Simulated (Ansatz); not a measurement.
N2 (SMILES N#N), singlet (typed; the unrestricted solution is spin-contaminated), at a GFN2-xTB geometry, with bond 1-2 at 1.8 times its length; Ansatz (a program for electronic structure) with PBE/pcseg-1.

Ansatz was given this input:
Ansatz 0.2 input:
```yaml
crystal:
  periodic: [false, false, false]
  atoms:
    - {symbol: N, position_ang: [0.00000000, 0.00000000, -1.42768655]}
    - {symbol: N, position_ang: [0.00000000, 0.00000000, 0.54911021]}
basis:
  gaussian:
    orbitals: pcseg-1.json
hamiltonian:
  xc: pbe
scf: {lower_state_search: standard}
magnetization: {spin_polarized: true}
```
The basis file holds pcseg-1 in the JSON format of the Basis Set Exchange.

The log (banner, timings and long lists left out):

```
Functional definition: PBE
342 factors; their error is unknown
mean field evaluation 1: about -2966.1413 eV, gradient 5.6e0 eV
mean field evaluation 2: about -2966.1980 eV, gradient 4.5e0 eV
mean field evaluation 4: about -2966.2989 eV, gradient 1.2e-1 eV
mean field evaluation 8: about -2966.2968 eV, gradient 2.9e-4 eV
mean field evaluation 16: about -2966.3647 eV, gradient 6.0e-1 eV
mean field evaluation 32: about -2966.6748 eV, gradient 1.4e-3 eV
mean field -2967.75434667 eV, -109.0629606240 hartree, gradient 5.8e-6 eV, S^2 1.854930; 5 other end points of the search recorded, 0 dependent functions left out
reference -2967.75436639 eV, -109.0629613488 hartree; 7, 7 occupied and 21, 21 virtual orbitals, 342 factors
Total energy: -2967.75436639 eV, -109.0629613488 hartree
```
